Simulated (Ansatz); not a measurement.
A run of Ansatz (development build ahead of 0.2.0) on singlet C₁₀H₈ at this shape:

```xyz
18

C    -0.0018    0.7250   -0.0006
C    -1.2331    1.3999    0.0004
C    -2.4350    0.7128    0.0072
C    -2.4403   -0.7067   -0.0030
C    -1.2505   -1.4059   -0.0041
C    -0.0061   -0.7077   -0.0025
C     2.4330    0.7129    0.0080
C     1.2513    1.3974    0.0046
C     1.2438   -1.4104   -0.0024
C     2.4239   -0.7037   -0.0062
H    -1.2319    2.4895    0.0022
H    -3.3860    1.2403   -0.0033
H    -3.3780   -1.2387    0.0028
H    -1.2339   -2.4904   -0.0066
H     3.3892    1.2525    0.0019
H     1.2317    2.4894    0.0012
H     1.2307   -2.4944   -0.0022
H     3.3751   -1.2414   -0.0053
```

Its results:

```json
{"Converged": "yes", "Reference energy": "-378.68267 hartree", "Correlation energy": "-0.58355 hartree", "Total energy": "-379.26622 hartree", "Spin squared of the determinant": "0.000"}
```

Which input gives this output? Name the method, the orbitals and the basis set, and write the input.

RHF-MP2 in STO-3G. An unrestricted run that stays on the closed shell gives the same numbers.

```yaml
crystal:
  periodic: [false, false, false]
  atoms:
    - { symbol: C, position_ang: [-0.00184, 0.72504, -0.00056] }
    - { symbol: C, position_ang: [-1.23308, 1.39988, 0.00042] }
    - { symbol: C, position_ang: [-2.43496, 0.71285, 0.00723] }
    - { symbol: C, position_ang: [-2.44034, -0.70665, -0.00297] }
    - { symbol: C, position_ang: [-1.25054, -1.40591, -0.00407] }
    - { symbol: C, position_ang: [-0.00609, -0.7077, -0.0025] }
    - { symbol: C, position_ang: [2.43301, 0.71286, 0.00803] }
    - { symbol: C, position_ang: [1.25129, 1.39737, 0.00455] }
    - { symbol: C, position_ang: [1.24381, -1.41038, -0.0024] }
    - { symbol: C, position_ang: [2.4239, -0.70368, -0.00623] }
    - { symbol: H, position_ang: [-1.23187, 2.48949, 0.00216] }
    - { symbol: H, position_ang: [-3.38598, 1.24034, -0.00328] }
    - { symbol: H, position_ang: [-3.37797, -1.23873, 0.00279] }
    - { symbol: H, position_ang: [-1.23393, -2.49038, -0.00658] }
    - { symbol: H, position_ang: [3.38921, 1.25245, 0.0019] }
    - { symbol: H, position_ang: [1.23171, 2.48944, 0.00118] }
    - { symbol: H, position_ang: [1.23069, -2.49441, -0.00218] }
    - { symbol: H, position_ang: [3.37506, -1.24142, -0.00525] }
basis:
  gaussian: { orbitals: STO-3G }
hamiltonian:
  xc: hf
correlation:
  method: mp2
  frozen_orbitals: { C: 1, H: 0 }
```
